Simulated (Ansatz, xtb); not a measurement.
## Two isomers of CH9NOSi3

Structure a is `N[SiH2][SiH2][SiH2]C=O`, a singlet and structure b is `N[Si@@H]([SiH3])[SiH2]C=O`, a singlet. Both are isolated molecules in the gas phase, relaxed with B3LYP/def2-SVP; each stands in its lowest conformer found.

Task: Estimate E(b) − E(a) at the level CCSD(T)/def2-SVP + ΔMP2/def2-TZVPP.

Result: Calculated at CCSD(T)/def2-SVP + ΔMP2/def2-TZVPP: E(b) − E(a) = +0.135 eV, so structure a lies lower.

Level by level:

```
                             level        geometry  E(b) − E(a) (eV)  departure from the last row (eV)  job, with rough time for the two
                    B3LYP/def2-SVP  B3LYP/def2-SVP              +0.161                            +0.027               optimisation, 2 min
                       HF/def2-SVP  B3LYP/def2-SVP              +0.138                            +0.003           part of the CCSD(T) run
                      MP2/def2-SVP  B3LYP/def2-SVP              +0.137                            +0.002           part of the CCSD(T) run
                  CCSD(T)/def2-SVP  B3LYP/def2-SVP              +0.137                            +0.003                      single point
CCSD(T)/def2-SVP + ΔMP2/def2-TZVPP  B3LYP/def2-SVP              +0.135                                                  single point, 56 s
```

As drawn, both hold the same kinds of bond in the same numbers.

None of the levels shown reverses the order. The largest departure from CCSD(T)/def2-SVP + ΔMP2/def2-TZVPP is that of B3LYP/def2-SVP, 0.027 eV. Levels run at GFN2-xTB geometries aren't shown. The last row adds to CCSD(T) the change of the MP2 difference between the two basis sets, here −0.003 eV.

With thermal terms from frequencies at re-optimised GFN2-xTB minima (ideal gas, soft modes damped towards free rotors, one conformer each, 298.15 K, 1 atm): on the last row, ΔE + ΔZPE = +0.138, ΔH = +0.133, ΔG = +0.158 eV.

The correlated steps freeze 18 core orbitals. Mirror images aren't counted in ΔG. Programs: Ansatz 0.2.0, xtb 6.7.1; the last row on 2 threads of Intel(R) Xeon(R) 6975P-C (Granite Rapids) on a shared host.
